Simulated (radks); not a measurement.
Problem. Species: C0.8+. Configuration: [He] 2s(up 1, down 0.2) 2p2 (fractional occupations, a model configuration). Calculated with a radial shooting solver on a logarithmic mesh with Libxc functionals: scalar-relativistic Kohn-Sham, r2SCAN, spin-polarised, spherical densities, finite nucleus; open shells are filled with parallel spins first; meta-GGA in the generalised Kohn-Sham scheme; Fermi nuclear charge, rms radius 2.4702 fm. Some entries of the table are withheld. Estimate them.

orbital  occ.  eigenvalue (hartree)  <1/r> (bohr^-1)
1s up       1                   (1)            5.652
1s down     1                   (2)            5.665
2s up       1              -0.95771           0.9889
2s down   0.2              -0.68433           0.8941
2p up       2              -0.60071           0.8711
2p down     0              -0.34450           0.7826

Solution. 
(1) 1s up eigenvalue (hartree): -10.62070
(2) 1s down eigenvalue (hartree): -10.55756
